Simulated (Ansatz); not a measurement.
Geometry optimisation, RHF/def2-SVP (Ansatz).

input.yaml

```yaml
crystal:
  periodic: [false, false, false]
  atoms:
    - { symbol: Hf, position_ang: [-0.048974, 0.17327, -0.085791] }
    - { symbol: O, position_ang: [-0.118235, 0.098459, 1.917587] }
    - { symbol: H, position_ang: [-0.454761, 0.538225, 2.684644] }
    - { symbol: Cl, position_ang: [2.085066, 0.713729, -0.945794] }
    - { symbol: Cl, position_ang: [-1.464937, 1.955159, -0.701933] }
    - { symbol: Cl, position_ang: [-1.008931, -1.797092, -1.067689] }
    - { symbol: O, position_ang: [1.295668, -2.388233, 1.400515] }
    - { symbol: Al, position_ang: [0.570872, -3.861746, 0.907809] }
    - { symbol: H, position_ang: [1.286937, -4.659054, -0.237165] }
    - { symbol: H, position_ang: [-0.664218, -4.400297, 1.726415] }
    - { symbol: H, position_ang: [0.983011, -1.81372, 2.115802] }
basis:
  gaussian: { orbitals: def2-SVP }
hamiltonian:
  xc: hf
relax:
  f_tol: 0.03
  max_steps: 50
```

Run as:

```bash
$ ansatz run input.yaml --threads 4 --pin off --max-ram 5120MiB --backend cpu --events-out ev --progress --plain --runs-dir out
```

Question: Where does it end, and by what steps?

Answer: It converged. The force dipped under the threshold on the way, but the program's further checks kept it going. After 29 steps the energy has fallen by 1.417 eV; Cl5 moved furthest, 1.56 Å. Joined: Hf1–O7 (3.25 → 2.13 Å), Hf1–Al8 (4.20 → 3.46 Å), Cl6–Al8 (3.27 → 2.30 Å).

| step | energy less start (eV) | largest force component (eV/Å) | accepted |
| --- | --- | --- | --- |
| 0 | 0.0000 | 2.154 | yes |
| 2 | -0.5607 | 1.638 | yes |
| 4 | -1.1244 | 1.941 | yes |
| 6 | -1.3069 | 0.484 | yes |
| 8 | -1.3328 | 0.124 | yes |
| 10 | -1.3398 | 0.101 | yes |
| 12 | -1.3479 | 1.031 | no |
| 14 | -1.3637 | 0.250 | yes |
| 16 | -1.3862 | 0.257 | yes |
| 18 | -1.4017 | 0.104 | yes |
| 20 | -1.4090 | 0.181 | yes |
| 22 | -1.4136 | 0.107 | yes |
| 24 | -1.4149 | 0.026 | yes |
| 26 | -1.4166 | 0.071 | yes |
| 28 | -1.4170 | 0.047 | yes |
| 29 | -1.4171 | 0.025 | yes |

```xyz
11
Properties=species:S:1:pos:R:3
Hf 0.105 -0.182 0.344
O 0.419 0.692 2.009
H 0.547 1.304 2.712
Cl 1.846 0.757 -0.985
Cl -2.075 0.626 -0.174
Cl -0.176 -2.255 -1.388
O 0.377 -2.029 1.368
Al 0.244 -3.635 0.409
H 1.662 -4.305 0.284
H -1.055 -4.413 0.837
H 0.566 -2.001 2.298
```

Run time: 64 s on 4 threads of Arm Neoverse V2, with other jobs on the host, peak memory 0.48 GiB.
